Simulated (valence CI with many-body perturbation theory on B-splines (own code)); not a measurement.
# Er LIII: electric-dipole lines

Computed by valence CI with perturbative core correlation (CI+MBPT): six valence electrons over a frozen Dirac-Fock core [Ne], a basis of 9 s, 9 p, 8 d, 6 f, 3 g, 1 h functions for each j, with the one-electron correlation potential Σ1 (screened to all orders), the two-electron term Σ2, the three-electron term Σ3, Breit, model QED; selected single and double excitations, second order for the rest, scaled by the run's own slope (own B-spline code, finite nucleus).

The last digits are not significant, and no measured levels were compared; by estimate large intervals hold to a few tenths of a per cent, small ones and those within an open d or f shell to about a per cent. Among the levels kept, up to 1000 cm⁻¹ of a level comes from second order outside the variational space, and about a tenth of that is noise between levels of different J, which matters for small intervals.

Lines 101 to 137 of 137 in falling wavelength, among levels below 523.54 eV, chosen from the strongest by gf and those to the six lowest levels. Wavelengths and rates use the calculated energies. Electric multipoles are in the length gauge with retardation, E1 and E2 with the static RPA response of the core. Weak lines are less certain than strong ones. Lines between different terms over intervals too small for the method are left out, as are lines whose strength nearly cancels. The highest levels of a list are the least certain.

Levels are named by their leading jj configuration (3d3/2^4 stands for four electrons in 3d with j = 3/2), which in mixed levels can hold well under half, so a name can repeat and another be missing. Letters in brackets count levels of one name in rising energy.

```
λ vac (Å)                               Upper                           Lower   A (s⁻¹)  S (a.u.)
    47.55      (3s^2 3p1/2 3p3/2^2 3d5/2) J=1        (3s^2 3p1/2 3p3/2^3) J=2  3.04e+10  4.85e-03
    47.09  (3s^2 3p1/2 3p3/2^2 3d3/2) J=1 [c]        (3s^2 3p1/2 3p3/2^3) J=1  2.27e+09  3.50e-04
    46.00      (3s^2 3p1/2 3p3/2^2 3d5/2) J=1        (3s^2 3p1/2 3p3/2^3) J=1  1.72e+10  2.48e-03
    45.71      (3s^2 3p1/2 3p3/2^2 3d5/2) J=0        (3s^2 3p1/2 3p3/2^3) J=1  4.45e+10  2.10e-03
    45.66      (3s^2 3p1/2^2 3d3/2 3d5/2) J=3  (3s^2 3p1/2^2 3p3/2 3d3/2) J=3  1.92e+10  6.32e-03
    45.47      (3s^2 3p1/2^2 3p3/2 3d5/2) J=2      (3s^2 3p1/2^2 3p3/2^2) J=2  8.05e+10  1.87e-02
    44.59      (3s^2 3p1/2 3p3/2^2 3d5/2) J=2        (3s^2 3p1/2 3p3/2^3) J=2  3.29e+09  7.20e-04
    44.36      (3s^2 3p1/2^2 3d3/2 3d5/2) J=3  (3s^2 3p1/2^2 3p3/2 3d3/2) J=2  1.22e+11  3.67e-02
    44.04      (3s^2 3p1/2^2 3d3/2 3d5/2) J=2  (3s^2 3p1/2^2 3p3/2 3d3/2) J=3  1.20e+10  2.52e-03
    43.93      (3s^2 3p1/2^2 3d3/2 3d5/2) J=2  (3s^2 3p1/2^2 3p3/2 3d3/2) J=1  9.44e+10  1.97e-02
    43.83      (3s^2 3p1/2^2 3p3/2 3d5/2) J=1      (3s^2 3p1/2^2 3p3/2^2) J=0  1.75e+11  2.18e-02
    43.43      (3s^2 3p1/2^2 3d3/2 3d5/2) J=1  (3s^2 3p1/2^2 3p3/2 3d3/2) J=0  8.21e+10  9.96e-03
    43.36      (3s^2 3p1/2^2 3d3/2 3d5/2) J=1  (3s^2 3p1/2^2 3p3/2 3d3/2) J=1  7.97e+10  9.61e-03
    43.30      (3s^2 3p1/2^2 3d3/2 3d5/2) J=4  (3s^2 3p1/2^2 3p3/2 3d3/2) J=3  1.89e+11  6.81e-02
    43.23      (3s^2 3p1/2 3p3/2^2 3d5/2) J=2        (3s^2 3p1/2 3p3/2^3) J=1  1.19e+10  2.38e-03
    42.83      (3s^2 3p1/2^2 3d3/2 3d5/2) J=2  (3s^2 3p1/2^2 3p3/2 3d3/2) J=2  6.17e+10  1.20e-02
    42.63      (3s^2 3p1/2^2 3p3/2 3d5/2) J=3      (3s^2 3p1/2^2 3p3/2^2) J=2  3.45e+11  9.23e-02
    42.29      (3s^2 3p1/2^2 3d3/2 3d5/2) J=1  (3s^2 3p1/2^2 3p3/2 3d3/2) J=2  1.25e+10  1.40e-03
    41.25      (3s^2 3p1/2^2 3p3/2 3d5/2) J=1      (3s^2 3p1/2^2 3p3/2^2) J=2  4.17e+10  4.34e-03
    31.61            (3s 3p1/2^2 3p3/2^3) J=2      (3s^2 3p1/2^2 3p3/2^2) J=2  4.48e+11  3.49e-02
    31.50            (3s 3p1/2^2 3p3/2^3) J=1      (3s^2 3p1/2^2 3p3/2^2) J=0  1.92e+11  8.89e-03
    30.15            (3s 3p1/2^2 3p3/2^3) J=1      (3s^2 3p1/2^2 3p3/2^2) J=2  3.69e+11  1.50e-02
    29.76  (3s^2 3p1/2 3p3/2^2 3d3/2) J=1 [a]      (3s^2 3p1/2^2 3p3/2^2) J=0  6.02e+10  2.35e-03
    28.67  (3s^2 3p1/2 3p3/2^2 3d3/2) J=2 [a]      (3s^2 3p1/2^2 3p3/2^2) J=2  5.78e+09  3.36e-04
    28.55  (3s^2 3p1/2 3p3/2^2 3d3/2) J=1 [a]      (3s^2 3p1/2^2 3p3/2^2) J=2  9.55e+10  3.29e-03
    28.20  (3s^2 3p1/2 3p3/2^2 3d3/2) J=3 [a]      (3s^2 3p1/2^2 3p3/2^2) J=2  2.34e+10  1.82e-03
    27.02  (3s^2 3p1/2 3p3/2^2 3d3/2) J=2 [b]      (3s^2 3p1/2^2 3p3/2^2) J=2  1.54e+11  7.48e-03
    26.73  (3s^2 3p1/2 3p3/2^2 3d3/2) J=1 [b]      (3s^2 3p1/2^2 3p3/2^2) J=0  9.93e+07  2.81e-06
    26.28  (3s^2 3p1/2 3p3/2^2 3d3/2) J=3 [b]      (3s^2 3p1/2^2 3p3/2^2) J=2  1.67e+12  1.05e-01
    26.04  (3s^2 3p1/2 3p3/2^2 3d3/2) J=1 [c]      (3s^2 3p1/2^2 3p3/2^2) J=0  2.18e+12  5.69e-02
    25.96  (3s^2 3p1/2 3p3/2^2 3d3/2) J=2 [c]      (3s^2 3p1/2^2 3p3/2^2) J=2  2.30e+12  9.92e-02
    25.75  (3s^2 3p1/2 3p3/2^2 3d3/2) J=1 [b]      (3s^2 3p1/2^2 3p3/2^2) J=2  2.62e+12  6.63e-02
    25.70      (3s^2 3p1/2 3p3/2^2 3d5/2) J=1      (3s^2 3p1/2^2 3p3/2^2) J=0  8.74e+10  2.20e-03
    25.48      (3s^2 3p1/2 3p3/2^2 3d5/2) J=3      (3s^2 3p1/2^2 3p3/2^2) J=2  4.16e+10  2.38e-03
    25.11  (3s^2 3p1/2 3p3/2^2 3d3/2) J=1 [c]      (3s^2 3p1/2^2 3p3/2^2) J=2  4.49e+11  1.05e-02
    24.79      (3s^2 3p1/2 3p3/2^2 3d5/2) J=1      (3s^2 3p1/2^2 3p3/2^2) J=2  5.87e+09  1.33e-04
    23.97      (3s^2 3p1/2 3p3/2^2 3d5/2) J=2      (3s^2 3p1/2^2 3p3/2^2) J=2  8.39e+08  2.85e-05
```
